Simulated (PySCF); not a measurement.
PySCF input for WF₃, SMILES [F][W]([F])[F] (connectivity only; charge and spin as stated), neutral, multiplicity 4, TDA-M06-2X/def2-SVPD. Geometry optimised at B3LYP-D3(BJ)/def2-TZVP. The spin state was assumed, not searched. The def2 effective core potentials stand for the cores of W; spin–orbit coupling is left out.

```python
import numpy as np
from pyscf import gto, scf, dft, tdscf

mol = gto.M(
    atom='''
    W     0.00000000    0.00000000    0.00000000
    F     1.87777624    0.00000000    0.00000000
    F    -0.93888812   -1.62620192    0.00000000
    F    -0.93888812    1.62620192    0.00000000
    ''',
    basis='def2-SVPD',
    ecp={'W': 'def2-svp'},
    charge=0,
    spin=3,
    max_memory=1600,
    verbose=4,
)
mf = dft.UKS(mol, xc='m06-2x').density_fit(auxbasis='def2-universal-jkfit')
mf.grids.level = 4
mf.conv_tol = 1e-9
mf.max_cycle = 100
mf.kernel()
fine, coarse = mf.grids, dft.Grids(mol).set(level=1).build(with_non0tab=True)
for _ in range(3):  # follow internal instabilities
    mf.grids = coarse
    mo, _, stable, _ = mf.stability(return_status=True, nroots=4)
    mf.grids = fine
    if stable:
        break
    mf.kernel(mf.make_rdm1(mo, mf.mo_occ))
mf.grids = dft.Grids(mol).set(level=2).build(with_non0tab=True)  # coarser grid for the response kernel
td = tdscf.TDA(mf)
td.nstates = 10
td.conv_tol = 1e-4
td.positive_eig_threshold = 1e-6
td.kernel(x0=td.get_init_guess(mf, 15))
td.analyze(verbose=3)
```

Program output:

```
PySCF version 2.14.0

[INPUT] verbose = 4
[INPUT] num. atoms = 4
[INPUT] num. electrons = 41
[INPUT] charge = 0
[INPUT] spin (= nelec alpha-beta = 2S) = 3
[INPUT] symmetry False subgroup None
[INPUT] Mole.unit = angstrom
[INPUT] Symbol           X                Y                Z      unit          X                Y                Z       unit  Magmom
[INPUT]  1 W      0.000000000000   0.000000000000   0.000000000000 AA    0.000000000000   0.000000000000   0.000000000000 Bohr   0.0
[INPUT]  2 F      1.877776240000   0.000000000000   0.000000000000 AA    3.548482816816   0.000000000000   0.000000000000 Bohr   0.0
[INPUT]  3 F     -0.938888120000  -1.626201920000   0.000000000000 AA   -1.774241408408  -3.073076252042   0.000000000000 Bohr   0.0
[INPUT]  4 F     -0.938888120000   1.626201920000   0.000000000000 AA   -1.774241408408   3.073076252042   0.000000000000 Bohr   0.0

nuclear repulsion = 146.061329080383
number of shells = 40
number of NR pGTOs = 159
number of NR cGTOs = 104
basis = def2-SVPD
ecp = {'W': 'def2-svp'}


[settings echo left out]
init E= -353.579825874004
  alpha nocc = 22  HOMO = -0.352075705738519  LUMO = -0.269437341164794
  beta  nocc = 19  HOMO = -0.776799952278654  LUMO = -0.36225795159147

WARN: HOMO -0.352075705738519 >= LUMO -0.36225795159147

cycle= 1 E= -366.123131708255  delta_E= -12.5  |g|= 0.669  |ddm|= 5.18
  alpha nocc = 22  HOMO = -0.3137401720219  LUMO = -0.0931106855245854
  beta  nocc = 19  HOMO = -0.404782731649603  LUMO = -0.243715616867235
  HOMO = -0.313740172022  LUMO = -0.243715616867  gap/eV = 1.90547
cycle= 2 E= -365.875130478646  delta_E= 0.248  |g|= 1.08  |ddm|= 1.21
  alpha nocc = 22  HOMO = -0.288992975197805  LUMO = -0.0380276190149597
  beta  nocc = 19  HOMO = -0.515006754160996  LUMO = -0.162191261981185
  HOMO = -0.288992975198  LUMO = -0.162191261981  gap/eV = 3.45045
cycle= 3 E= -366.28021394096  delta_E= -0.405  |g|= 0.0491  |ddm|= 0.687
  alpha nocc = 22  HOMO = -0.312472171494528  LUMO = -0.0489432693068561
  beta  nocc = 19  HOMO = -0.522166019340651  LUMO = -0.227482996234599
  HOMO = -0.312472171495  LUMO = -0.227482996235  gap/eV = 2.31267
cycle= 4 E= -366.281756297221  delta_E= -0.00154  |g|= 0.0133  |ddm|= 0.155
  alpha nocc = 22  HOMO = -0.306165971522854  LUMO = -0.0411436829306652
  beta  nocc = 19  HOMO = -0.519217063906505  LUMO = -0.218424009320952
  HOMO = -0.306165971523  LUMO = -0.218424009321  gap/eV = 2.38758
cycle= 5 E= -366.281917648038  delta_E= -0.000161  |g|= 0.00427  |ddm|= 0.0544
  alpha nocc = 22  HOMO = -0.307724539729534  LUMO = -0.0427284555768397
  beta  nocc = 19  HOMO = -0.51998629360547  LUMO = -0.215442309931209
  HOMO = -0.30772453973  LUMO = -0.215442309931  gap/eV = 2.51113
cycle= 6 E= -366.281943838128  delta_E= -2.62e-05  |g|= 0.00118  |ddm|= 0.023
  alpha nocc = 22  HOMO = -0.307923316925214  LUMO = -0.0431852058616116
  beta  nocc = 19  HOMO = -0.520302194322983  LUMO = -0.217699711968748
  HOMO = -0.307923316925  LUMO = -0.217699711969  gap/eV = 2.45511
cycle= 7 E= -366.281946624947  delta_E= -2.79e-06  |g|= 0.000455  |ddm|= 0.00709
  alpha nocc = 22  HOMO = -0.307942936243712  LUMO = -0.0431308204714598
  beta  nocc = 19  HOMO = -0.520386530389827  LUMO = -0.217387818944978
  HOMO = -0.307942936244  LUMO = -0.217387818945  gap/eV = 2.46413
cycle= 8 E= -366.281946824006  delta_E= -1.99e-07  |g|= 0.000358  |ddm|= 0.00119
  alpha nocc = 22  HOMO = -0.307946375864766  LUMO = -0.0431388233747372
  beta  nocc = 19  HOMO = -0.520403820275342  LUMO = -0.217353662275183
  HOMO = -0.307946375865  LUMO = -0.217353662275  gap/eV = 2.46515
cycle= 9 E= -366.281946880142  delta_E= -5.61e-08  |g|= 8.53e-05  |ddm|= 0.000324
  alpha nocc = 22  HOMO = -0.307940876613039  LUMO = -0.0431628103730818
  beta  nocc = 19  HOMO = -0.520408301080135  LUMO = -0.21743524708517
  HOMO = -0.307940876613  LUMO = -0.217435247085  gap/eV = 2.46278
cycle= 10 E= -366.281946888402  delta_E= -8.26e-09  |g|= 1.56e-05  |ddm|= 0.000241
  alpha nocc = 22  HOMO = -0.307939074920855  LUMO = -0.0431541965762586
  beta  nocc = 19  HOMO = -0.520407389362713  LUMO = -0.217403616986132
  HOMO = -0.307939074921  LUMO = -0.217403616986  gap/eV = 2.46360
cycle= 11 E= -366.281946888953  delta_E= -5.52e-10  |g|= 5.79e-06  |ddm|= 8.98e-05
  alpha nocc = 22  HOMO = -0.307938205217408  LUMO = -0.0431538900295853
  beta  nocc = 19  HOMO = -0.520405694520063  LUMO = -0.217407541736073
  HOMO = -0.307938205217  LUMO = -0.217407541736  gap/eV = 2.46346
Extra cycle  E= -366.281946888972  delta_E= -1.86e-11  |g|= 5.8e-06  |ddm|= 1.26e-05
converged SCF energy = -366.281946888972  <S^2> = 3.7575827  2S+1 = 4.0037896
tot grids = 24840
uhf_internal: lowest eigs of H = [0.16016766 0.17336316 0.19542706 0.19562892]
<class 'pyscf.df.df_jk.DFUKS'> wavefunction is stable in the internal stability analysis
tot grids = 50408
Overwritten attributes  positive_eig_threshold  of <class 'pyscf.tdscf.uks.TDA'>


******** <class 'pyscf.tdscf.uks.TDA'> for <class 'pyscf.df.df_jk.DFUKS'> ********
nstates = 10
deg_eia_thresh = 1.000e-03
wfnsym = None
conv_tol = 0.0001
eigh lindep = 1e-12
eigh level_shift = 0
eigh max_cycle = 100


Excitation energies (eV)
[2.12307582 2.2103323  2.29053529 2.29133138 3.59286986 3.5941911
 4.43202016 4.43226284 5.04896019 5.04941017]

** Excitation energies and oscillator strengths **
Excited State   1:      2.12308 eV    583.98 nm  f=0.0000
Excited State   2:      2.21033 eV    560.93 nm  f=0.0021
Excited State   3:      2.29054 eV    541.29 nm  f=0.0000
Excited State   4:      2.29133 eV    541.10 nm  f=0.0000
Excited State   5:      3.59287 eV    345.08 nm  f=0.0033
Excited State   6:      3.59419 eV    344.96 nm  f=0.0033
Excited State   7:      4.43202 eV    279.75 nm  f=0.0000
Excited State   8:      4.43226 eV    279.73 nm  f=0.0000
Excited State   9:      5.04896 eV    245.56 nm  f=0.0213
Excited State  10:      5.04941 eV    245.54 nm  f=0.0213
```

The calculation finished and met its thresholds.

Cost: roughly 4 core-minutes.
